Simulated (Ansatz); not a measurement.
Total energies of Cl2H3N2Ta (`[NH]=[Ta]([NH2])([Cl])[Cl]`).

Cartesian coordinates in Å:
```
N 0.6592 1.5403 -0.2933
Ta 0.5640 -0.1485 0.1681
N -1.3189 -0.5817 -0.1275
Cl 1.9081 -1.4456 -1.1998
Cl 1.1056 -0.4160 2.4031
H 0.8176 2.5050 -0.5336
H -2.0304 0.0467 -0.4657
H -1.7053 -1.5003 0.0488
```

Total charge 0; spin multiplicity 1. Correlated methods include outer-core shells of Ta, which these sets cover unevenly. Ta takes the def2 core potential. All single points use the PBE0-D4/def2-TZVP geometry. It is one conformer, not always the lowest. Basis def2-TZVPP, Ansatz.

RPA on PBE orbitals: Hartree–Fock energy of these orbitals -1086.25488 Eh, correlation -1.84963 Eh (frozen core).

| functional | energy without D4 (Eh) | D4 term (kJ/mol) |
| --- | --- | --- |
| PBE | -1088.56865 | -22.9 |
| revPBE | -1088.90004 | -52.5 |
| BLYP | -1088.98837 | -47.1 |
| r2SCAN | -1088.95336 | -5.6 |
| PBE0 | -1088.59388 | -19.9 |
| r2SCANh | -1088.91903 | -6.1 |
| r2SCAN0 | -1088.86918 | -6.8 |
| HSE06 (plane-wave form) | -1088.57227 | -19.0 |
| BHLYP | -1088.84166 | -33.9 |
| LC-ωPBE | -1088.72402 | – |
| ωB97X-V | -1088.82836 | – |
| ωB97M-V | -1088.86217 | – |
| B2PLYP | -1088.58941 | – |
| PBE-QIDH | -1088.32639 | – |

Task: Give the same for LDA (SPW92), B97M-V, B3LYP, CAM-B3LYP. (Estimate.)

Result: Ansatz gave: 
```
 functional  energy without D4 (Eh)  D4 term (kJ/mol)
LDA (SPW92)             -1085.06513                 –
     B97M-V             -1088.78732                 –
      B3LYP             -1089.08739             -37.1
  CAM-B3LYP             -1088.96559             -20.9
```

B3LYP takes the VWN-RPA correlation (the form of Gaussian; ORCA's B3LYP/G). HSE06 is the plane-wave form, built on full-range PBE exchange. The double hybrids freeze the cores in their second-order part.

LC-ωPBE has ω = 0.4 bohr⁻¹.
